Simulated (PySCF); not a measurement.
**Spinor energies of Kr⁺ (krypton, charge +1)**

Start: [Ar] 3d10 4s2 4p5; 4p1/2 filled at m_j = -1/2, +1/2; 4p3/2 filled at m_j = -1/2, +1/2, +3/2. Calculated with PySCF 2.14 in x2c-TZVPall-2c with one added diffuse shell each of s, p, d type (7s8p5d1f, 63 functions): generalised Hartree-Fock with the X2C-1e Hamiltonian and a Gaussian nucleus; one run each with spin-orbit coupling (SO) switched off, then screened by Boettger's factors. This is a chosen level, not necessarily the ground level.

| spinor shell | electrons | ε, spin-free (eV) | ε, screened SO (eV) | weight of nominal j (screened SO) | rms radius, screened SO (bohr) |
| --- | --- | --- | --- | --- | --- |
| 1s1/2 | 2 | -14416.9 | -14416.4 | 1.000 | 0.0478 |
| 2s1/2 | 2 | -1972.7 | -1972.5 | 1.000 | 0.199 |
| 2p1/2 | 2 | -1740.1 | -1777.0 | 1.000 | 0.174 |
| 2p3/2 | 4 | -1740.1 | -1722.4 | 1.000 | 0.178 |
| 3s1/2 | 2 | -317.32 | -317.23 | 1.000 | 0.565 |
| 3p1/2 | 2 | -240.81 | -246.58 | 1.000 | 0.574 |
| 3p3/2 | 4 | -240.81 | -237.96 | 1.000 | 0.585 |
| 3d3/2 | 4 | -113.94 | -114.72 | 0.995 | 0.610 |
| 3d5/2 | 6 | -113.94 | -113.31 | 0.997 | 0.613 |
| 4s1/2 | 2 | -42.695 | -42.663 | 1.000 | 1.67 |
| 4p1/2 | 2 | -24.959 | -25.606 | 0.792 | 1.95 |
| 4p3/2 | 3 | -24.959 | -24.579 | 0.861 | 1.98 |

```tsv
quantity	spin-free	screened SO
E (hartree)	-2787.60824	-2787.78483
M_J	3/2	3/2
⟨J²⟩	3.760	3.760
⟨L²⟩	2.007	2.011
⟨S²⟩	0.753	0.756
```

Each row is a mean over spinors that exchange with the open shell spreads, by up to 3.282 eV (4s1/2).

Rows whose weight is well below 1 are mixtures of j = l ± 1/2: exchange outweighs spin-orbit coupling there, and the label is only the starting occupation.

Without spin-orbit coupling the j labels of p, d and f shells carry no meaning; the spin-free column gives the mean over the occupied spinors of each nl shell.
